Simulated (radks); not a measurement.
Ti III, 20 electrons, occupied as [Ar] 3d2. All-electron calculation, Dirac Kohn-Sham, PBE, spin-unpolarised, spherical densities, point nucleus; open shells fill j = l - 1/2 first. Program: a radial shooting solver on a logarithmic mesh with Libxc functionals.

Radial electron density D(r) = 4 pi r^2 rho(r):

```
   r/bohr * D(r) (the largest magnitude, 28, reaches the edge; | marks zero)
 0.003761 | *
  0.00424 |  *
 0.004781 |  *
 0.005434 |   *
 0.006127 |    *
 0.006963 |      *
 0.007851 |       *
 0.008923 |         *
  0.01006 |           *
  0.01134 |             *
  0.01289 |                *
  0.01454 |                   *
  0.01652 |                       *
  0.01863 |                           *
    0.021 |                               *
  0.02387 |                                   *
  0.02691 |                                       *
  0.03059 |                                           *
  0.03449 |                                              *
  0.03889 |                                                 *
   0.0442 |                                                  *
  0.04983 |                                                  *
  0.05664 |                                                 *
  0.06386 |                                               *
  0.07258 |                                            *
  0.08183 |                                         *
  0.09226 |                                       *
   0.1049 |                                      *
   0.1182 |                                      *
   0.1344 |                                        *
   0.1515 |                                            *
   0.1708 |                                                *
   0.1942 |                                                    *
   0.2189 |                                                      *
   0.2488 |                                                     *
   0.2805 |                                                 *
   0.3188 |                                          *
   0.3595 |                                  *
   0.4053 |                          *
   0.4606 |                   *
   0.5194 |               *
   0.5903 |               *
   0.6656 |                *
   0.7504 |                  *
   0.8529 |                   *
   0.9616 |                   *
    1.093 |                 *
    1.232 |             *
    1.389 |          *
    1.579 |      *
     1.78 |   *
    2.024 |  *
    2.282 |*
    2.593 |*
    2.924 *
    3.297 *
    3.747 *
    4.224 *
    4.801 *
    5.413 *
```

D(r) has 3 maxima, at r = 0.0479, 0.226, 0.881 bohr, and minima at 0.109, 0.572 bohr, inside which lie 2.14, 10.46 electrons.
